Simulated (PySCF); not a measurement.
From computed data to an observable: chemical shift, span and skew from a shielding tensor

Al(Me)(OH)(NH2) (CH₆AlNO), SMILES [Al]([OH])([CH3])[NH2]. Atoms are numbered in the order given.

```xyz
10

Al     0.0248    -0.0365     0.0000
C     -0.3178     1.8803     0.0000
H      0.1369     2.3569     0.8851
H      0.1369     2.3569    -0.8851
H     -1.3920     2.1263     0.0000
O      1.6573    -0.5479     0.0000
H      1.9903    -1.4483     0.0000
N     -1.2950    -1.2280     0.0000
H     -1.2002    -2.2390     0.0000
H     -2.2805    -0.9813     0.0000
```
Charge 0, spin multiplicity 1.

Geometry optimised at B3LYP-D3(BJ)/def2-SVP. One conformer was computed; it need not be the lowest.

GIAO shieldings from B3LYP/pcSseg-1 (PySCF), non-relativistic, no solvent. The symmetric part of the tensor of N8 has the principal values 218.5, 222.4, 278.5 ppm. The same nucleus in NH3 has σ = 265.5 ppm at this level (PySCF, at its B3LYP-D3(BJ)/def2-TZVP geometry).

Work out the isotropic shielding, the ¹⁵N shift against NH3, the span and the skew.


σ(iso) = (σ11 + σ22 + σ33)/3 = 239.8 ppm. δ = σ(ref) − σ(iso) = 265.5 − (239.8) = 25.7 ppm.
Span Ω = σ33 − σ11 = 60.0 ppm. Skew κ = 3(σ(iso) − σ22)/Ω = 0.87. Tumbling in solution averages the tensor to δ; in a static solid the shielding alone would spread this spin-1/2 line over Ω.
